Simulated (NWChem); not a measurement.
## How basis sets differ on HI (hydrogen iodide)

HI, singlet, SMILES `I`. Each level relaxes the structure for itself.

Quantity: the equilibrium bond length, in Å. The values are calculated.

**The experiment to reproduce.** Huber and Herzberg, Constants of Diatomic Molecules gives the equilibrium bond length of the gas as 1.609 Å.

```
                            level             kind  program  value (Å)  computed − measured
 TPSSh/def2-QZVP (core potential)  hybrid meta-GGA   NWChem      1.611               +0.002
TPSSh/def2-QZVPP (core potential)  hybrid meta-GGA   NWChem      1.611               +0.002
  TPSSh/def2-SVP (core potential)  hybrid meta-GGA   NWChem      1.620               +0.011
 TPSSh/def2-TZVP (core potential)  hybrid meta-GGA   NWChem      1.613               +0.004
TPSSh/def2-TZVPP (core potential)  hybrid meta-GGA   NWChem      1.613               +0.004
```

Nearest: TPSSh/def2-QZVP (core potential) (+0.002 Å), TPSSh/def2-QZVPP (core potential) (+0.002 Å); farthest: TPSSh/def2-SVP (core potential) (+0.011 Å).
